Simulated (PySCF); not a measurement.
Calculation: B3LYP-D3(BJ)/def2-TZVP // PBE0-D4/def2-TZVP (PySCF). All species are isolated molecules in the gas phase. One relaxed conformer stands for a flexible species; it need not be the lowest. B3LYP has the VWN-RPA correlation part, as in Gaussian. Delta-SCF ions had no search for a lower state. Excitations are Tamm–Dancoff values on a coarser integration grid. The basis has no diffuse functions, so Rydberg states are missing or too high.

Reference species (SMILES): `B/C(C=C)=C/N` (neutral, multiplicity 1).

| Quantity | Result |
|---|---|
| LUMO | -1.14 eV |
| brightest of the four lowest singlets (TDA) | 5.46 eV |
| vertical ionisation energy (Delta-SCF) | 7.89 eV |

After one change: the LUMO falls by 1.04 eV; the brightest of the four lowest singlets (TDA) falls by 0.39 eV; the vertical ionisation energy (Delta-SCF) goes up by 0.22 eV.

Task: What was changed between the two runs? The new species is one of these.
(A) `B/C=C(/N)C=C`
(B) `B/C(N)=C\C=C`
(C) `BC(=C)C(=C)N`
(D) `B/C=C/C=C\N`

Result: C, `BC(=C)C(=C)N`
